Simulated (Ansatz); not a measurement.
Compare A (`O=COC[SiH2]Cl`) with its isomer B (`CO[Si]1(Cl)CO1`).

Calculated with Ansatz (gas phase, PBE0-D4/def2-TZVP geometries, no zero-point term in ΔE). CCSD(T)/CBS adds triple-zeta CCSD(T) − MP2 to the extrapolated MP2 energy (def2 sets, frozen cores). Functionals use def2-TZVPP. B3LYP here is the variant with VWN-RPA as its local correlation; programs differ in this. One conformer a species, not always the lowest.

Question: Which is lower in electronic energy at CCSD(T)/CBS, and by how much? (Estimate.)

Answer: The calculation gave: B, by 91.6 kJ/mol.

Question: Give E(B) − E(A) in kJ/mol with CCSD(T)/def2-TZVPP, B3LYP-D4, PBE0-D4, B3LYP, ωB97M-V, B2PLYP, r2SCAN-D4. (Estimate.)

Answer: Computed: CCSD(T)/def2-TZVPP -83.8, B3LYP-D4 -76.3, PBE0-D4 -79.3, B3LYP -75.1, ωB97M-V -85.4, B2PLYP -81.5, r2SCAN-D4 -84.1. None reverses the order clearly.

Largest T1 diagnostic: 0.014.

In def2-TZVPP, CCSD(T) changes the Hartree–Fock value by −16.3 kJ/mol (the triples alone add +2.3 kJ/mol) and MP2 by −27.3 kJ/mol. From PBE to PBE0 (25 % exact exchange), in def2-TZVPP and without D4, E(B) − E(A) moves by −9.7 kJ/mol.
